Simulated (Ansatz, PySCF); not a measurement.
Process, species as SMILES: [CH3][GeH3] + [H][H] (H2) → C (CH4) + [GeH4] (GeH4)
Each molecule is optimised on its own at B3LYP-D3(BJ)/def2-TZVP (Ansatz, a first-principles code). Frequencies are from Ansatz or PySCF.
Geometry of the first species:
```xyz
8

C      1.5702     0.1094     0.0435
Ge    -0.3901    -0.0272    -0.0108
H      2.0058    -0.8449     0.3378
H      1.8746     0.8694     0.7623
H      1.9557     0.3820    -0.9383
H     -0.8245    -1.1012    -1.0263
H     -1.0098     1.3206    -0.4267
H     -0.9391    -0.4126     1.3761
```

Wanted: energy of full hydrogenation (enthalpy at 298 K, with B3LYP-D3(BJ) rigid-rotor harmonic-oscillator terms), in kJ/mol. Valence correlation only, unless marked. Spin-orbit coupling is left out. The frozen core is the preceding noble-gas configuration, with the filled d and f shells of earlier blocks. No relativistic terms. CBS(X,Y): correlation extrapolated as X^-3; Hartree-Fock from the larger set.

```csv
level,program,energy of full hydrogenation (kJ/mol)
HF/STO-3G,Ansatz,-39.6
r2SCAN-D3(BJ)/def2-TZVPD,Ansatz + dftd3,-29.5
B97M-V/def2-TZVPD,Ansatz,-40.2
PBE0/def2-TZVPD,Ansatz,-34.0
BHLYP-D3(BJ)/def2-TZVPD,Ansatz + dftd3,-36.0
BHLYP/def2-TZVPD,Ansatz,-41.4
PBE-QIDH/def2-TZVPD,Ansatz,-29.7
"MP2/CBS(def2-TZVPPD,def2-QZVPPD)",Ansatz,-23.8
CCSD/STO-3G,Ansatz,-19.7
"CCSD(T)/CBS(def2-TZVPPD,def2-QZVPPD)",Ansatz,-28.6
```
